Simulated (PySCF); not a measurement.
Species: C₂H₇BN₂.
Geometry (PBE0-D3(BJ)/def2-SVP, Å), atoms numbered from 1 in this order:
```
atom  x, y, z in Å
C1     1.9864    0.2713   -0.0688
C2     0.8238    0.6191    0.4954
B3    -0.5739   -0.0097    0.1243
N4    -1.7417    0.7722    0.3074
N5    -0.6337   -1.3281   -0.3906
H6     2.9405    0.7396    0.1982
H7     2.0356   -0.5016   -0.8457
H8     0.8556    1.4201    1.2483
H9    -1.6984    1.7398    0.5906
H10   -2.6745    0.4618    0.0749
H11    0.1747   -1.9319   -0.3963
H12   -1.4869   -1.7877   -0.6748
```

Computed at PBE0/pcSseg-1 (PySCF, non-relativistic), with Q(11B) = 0.04059 b, Q(14N) = 0.02044 b: B3, 11B (I = 3/2): χzz = 3.123 MHz, η = 0.133; N4, 14N (I = 1): χzz = -4.115 MHz, η = 0.459.

Problem. Where would the pure quadrupole (NQR) lines of 11B at B3 fall for the rigid, isolated species?

Solution. From ν = (|χ|/2)√(1 + η²/3): ν = 1.566 MHz (three-coordinate boron).

Problem. Find the zero-field quadrupole resonance frequencies of 14N at N4.

Solution. From ν± = (3/4)|χ|(1 ± η/3) and ν0 = |χ|η/2: ν+ 3.558 MHz, ν− 2.615 MHz, ν0 0.944 MHz (boron-bound nitrogen).

In a crystal, neighbours and librations shift these lines. These gradients aren't converged with respect to the basis.
